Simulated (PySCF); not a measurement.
CH₄FNOSi.
SMILES with atom numbers: `[NH2:1][C:2](=[O:3])[SiH2:4][F:5]` (hydrogens: H6, H7 on N1; H8, H9 on Si4)

Computed with PBE0-D3(BJ)/def2-SVP geometry optimisation, gas phase in PySCF 2.14.0.

(1) List the bond lengths, angles and torsions at this level.

Answers

(1) 
| bond | length (Å) | order |
| --- | --- | --- |
| N1–C2 | 1.352 | single |
| C2=O3 | 1.218 | double |
| C2–Si4 | 1.909 | single |
| Si4–F5 | 1.637 | single |
| N1–H6, N1–H7 | 1.013 | single |
| Si4–H8, Si4–H9 | 1.485 | single |

Bonds in one row agree within 0.01 Å and their mean is given. Orders are formal, as drawn. A selection of angles:
| angle | degrees |
| --- | --- |
| C2–N1–H6 | 120.7 |
| C2–N1–H7 | 119.8 |
| H6–N1–H7 | 119.5 |
| N1–C2–O3 | 124.9 |
| N1–C2–Si4 | 118.3 |
| O3–C2–Si4 | 116.8 |
| C2–Si4–F5 | 108.4 |
| C2–Si4–H8 | 109.6 |
| F5–Si4–H8 | 108.7 |
| H8–Si4–H9 | 111.9 |

Dihedral angles: N1–C2–Si4–F5 2° (synperiplanar).

The 5 heavy atoms lie in one plane (0.011 Å rms). Si4 (fluorine-bound silicon) is tetrahedral (angles from 108.4° to 111.9°). Of the pairs four or more bonds apart, F5···H6 is among the closest relative to their van der Waals radii: 2.60 Å, 97 % of the sum of Bondi's values. N1 (nitrogen bound to a carbonyl carbon) is planar (angles 120.7°, 119.8° and 119.5°, sum 360.0°, 0.01 Å off the plane of its three neighbours).

Point group: Cs (tolerance 0.08 Å). No frequency check. One conformer, not necessarily the lowest.
